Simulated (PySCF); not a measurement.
Gas-phase reaction: Sn₂O₂ + 3 Cl₂ → 2 SnCl₃ + O₂

Method: PySCF energies plus ideal-gas RRHO corrections (1 bar). † marks an energy on the PBE0/def2-TZVP geometry and frequencies; other levels use their own. MP2 and CCSD(T) freeze the core. Open shells (unrestricted): SnCl₃ (multiplicity 2), O₂ (multiplicity 3); the rest are closed-shell singlets. B3LYP is the form with VWN-RPA correlation. Sn: scalar-relativistic def2 core potential, no spin-orbit coupling. Sn₂O₂, SnCl₃: computed as isolated molecules; such fragments, hydroxides, amides, oligomers or adducts are transient or little studied in the gas. MP2 isn't extrapolated to the basis-set limit. CCSD(T) isn't extrapolated to the basis-set limit.

```tsv
level	ΔH°(298 K), kJ
B3LYP/def2-TZVP†	(withheld)
BLYP/def2-TZVP†	(withheld)
CCSD(T)/def2-SVP†	-397
HF/def2-TZVP†	-525
M06-2X/def2-TZVP†	-356
MP2/def2-SVP†	-418
MP2/def2-TZVPP†	(withheld)
PBE/def2-TZVP†	-302
PBE0/def2-SVP†	(withheld)
PBE0/def2-TZVP	-349
r2SCAN/def2-TZVP†	-376
```

Question: Fill in the missing entries.

Answer: 
- B3LYP/def2-TZVP†, ΔH°(298 K), kJ: -305
- BLYP/def2-TZVP†, ΔH°(298 K), kJ: -272
- MP2/def2-TZVPP†, ΔH°(298 K), kJ: -267
- PBE0/def2-SVP†, ΔH°(298 K), kJ: -454
